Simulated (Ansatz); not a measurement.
Start from `C[SiH](Cl)[NH][AlH2]` and change one atom or group to get `[AlH2][NH][SiH2]Cl`.

Ansatz, PBE0-D4/def2-TZVP geometries, multiplicity 1. Each molecule was computed in one conformer, which needn't be the lowest.

```json
{"property": "size of the dipole moment (B3LYP/def2-TZVPP) / D", "`C[SiH](Cl)[NH][AlH2]`": "2.11"}
{"property": "HOMO energy (PBE0/def2-TZVPP) / eV", "`C[SiH](Cl)[NH][AlH2]`": "-8.09"}
{"property": "HOMO energy (PBE/def2-TZVPP) / eV", "`C[SiH](Cl)[NH][AlH2]`": "-6.78"}
{"property": "LUMO energy (PBE0/def2-TZVPP) / eV", "`C[SiH](Cl)[NH][AlH2]`": "-1.06"}
{"property": "HOMO energy (B3LYP/def2-TZVPP) / eV", "`C[SiH](Cl)[NH][AlH2]`": "-7.84"}
{"property": "size of the dipole moment (PBE/def2-TZVPP) / D", "`C[SiH](Cl)[NH][AlH2]`": "2.08"}
```

(1) Give the same properties after the change, and the shifts. (Best estimate.)

Results:

(1) Ansatz gave: 
| property | `[AlH2][NH][SiH2]Cl` | shift |
| --- | --- | --- |
| size of the dipole moment (B3LYP/def2-TZVPP) / D | 1.83 | -0.28 |
| HOMO energy (PBE0/def2-TZVPP) / eV | -8.29 | -0.20 |
| HOMO energy (PBE/def2-TZVPP) / eV | -6.98 | -0.20 |
| LUMO energy (PBE0/def2-TZVPP) / eV | -1.17 | -0.11 |
| HOMO energy (B3LYP/def2-TZVPP) / eV | -8.03 | -0.19 |
| size of the dipole moment (PBE/def2-TZVPP) / D | 1.75 | -0.33 |

With PBE0 the HOMO falls by 0.20 eV and the LUMO falls by 0.11 eV, so the gap widens by about 0.09 eV. PBE moves the HOMO by -0.20 eV and ωB97M-V by -0.20 eV. Dipoles are sizes alone; their direction can turn.

B3LYP here is the variant with VWN-RPA as its local correlation; programs differ in this.
